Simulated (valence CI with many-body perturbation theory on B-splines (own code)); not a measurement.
Results of a calculation; reference values are marked as such.
Ca¹³⁺: what the settings do

Method: configuration interaction combined with many-body perturbation theory (CI+MBPT): five valence electrons over a frozen Dirac-Fock core [He], radial functions for each j: 6 s, 6 p, 5 d, 3 f, 1 g, with the one-electron correlation potential Σ1, the two-electron term Σ2, the three-electron term Σ3, Breit, model QED; selected CI, second order for the rest, scaled by the run's own slope (own B-spline code, finite nucleus).

No measured levels were compared; by estimate levels of excited configurations hold to 0.05 to 0.15 % of their energy, terms of the ground configuration to about 0.5 %. Among the levels kept, up to 2400 cm⁻¹ of a level comes from second order outside the variational space, and about a tenth of that is noise between levels of different J, which matters for small intervals.

The reference run has the lowest level 2s²2p³ ⁴S°_3/2 and an ionisation energy of 816.742 eV. Its largest variational space holds 12366 state functions.

Changed runs:
A. logarithmic knot step 0.27 → 0.4
B. lowest core n in screening and Σ2 1 → 1
C. highest l with Σ1, explicit Σ2 and valence Breit (higher l get mean screening factors) 3 → 1
D. start configuration 2s2 2p3 → 2s2 2p4 (bad on purpose)

Excitation energies of the reference run in cm⁻¹, and shifts in cm⁻¹:

| Level | Reference | A | B | C |
| --- | --- | --- | --- | --- |
| 2s²2p³ ²D°_3/2 | 106549 | +0.1 | 0 | +19 |
| 2s²2p³ ²D°_5/2 | 114128 | +0.2 | 0 | +33 |
| 2s²2p³ ²P°_1/2 | 173159 | +0.7 | 0 | +48 |
| 2s²2p³ ²P°_3/2 | 184076 | +0.8 | 0 | +34 |
| 2s2p⁴ ⁴P_5/2 | 516070 | +10 | 0 | +35 |
| 2s2p⁴ ⁴P_3/2 | 536133 | +10 | 0 | +37 |
| 2s2p⁴ ⁴P_1/2 | 545354 | +10 | 0 | +58 |
| 2s2p⁴ ²D_3/2 | 711691 | +10 | 0 | +107 |
| 2s2p⁴ ²D_5/2 | 713456 | +10 | 0 | +107 |
| 2s2p⁴ ²S_1/2 | 826357 | +11 | 0 | +140 |
| 2s2p⁴ ²P_3/2 | 859498 | +11 | 0 | +149 |
| 2s2p⁴ ²P_1/2 | 886891 | +11 | 0 | +153 |
| Ionisation energy (eV) | 816.742 | 0 | 0 | -0.012 |

No effect on these energies: B.

Run D: It gave no result: the electrons of core and valence do not add up to the charge. The program said: "core and valence hold 8 electrons, the ion has 7".
